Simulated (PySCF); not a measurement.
## PbS: frontier orbitals

PBE0 at R = 2.312 Å; Pb def2-SVP with ECP60, S def2-SVP; scalar-relativistic core potentials (PySCF 2.14). State: ¹Σ⁺ (singlet), closed shell. Only the outer orbitals are listed, counted within each symmetry, core potentials removing the inner ones.

| orbital | occ. | ε (eV) | on Pb (%) | main shells (%) |
| --- | --- | --- | --- | --- |
| 7σ | 2 | -18.20 | 24 | 75 S s, 16 Pb s |
| 8σ | 2 | -13.11 | 74 | 72 Pb s, 18 S s, 9 S p |
| 9σ | 2 | -7.18 | 41 | 57 S p, 32 Pb p |
| 4π | 2 | -6.87 | 24 | 76 S p, 22 Pb p |
| 4π | 2 | -6.87 | 24 | 76 S p, 22 Pb p |
| 5π | 0 | -2.34 | 79 | 78 Pb p, 21 S p |
| 5π | 0 | -2.34 | 79 | 78 Pb p, 21 S p |
| 10σ | 0 | 0.66 | 85 | 80 Pb p, 20 S p |

Which are the highest filled and the lowest empty level, where do they sit, and how wide is the gap?

Highest filled 4π at -6.87 eV (in %: 76 S p, 22 Pb p); lowest empty 5π at -2.34 eV (in %: 78 Pb p, 21 S p); the gap at PBE0 is 4.53 eV.

| Item | Value |
| --- | --- |
| bond order (Mayer) | 2.33 |
| ⟨S²⟩ | 0.000 |
| charge on Pb (Mulliken, basis-dependent) | 0.37 |
| charge on Pb (Löwdin, basis-dependent) | 0.17 |
| dipole moment (positive dipole means Pb(−)S(+)) | -3.94 D |
| polarisability along the bond | 80.8 bohr³ |
| polarisability across the bond | 32.8 bohr³ |

Spin–orbit coupling is left out, which matters for elements this heavy, above all for dissociation energies.
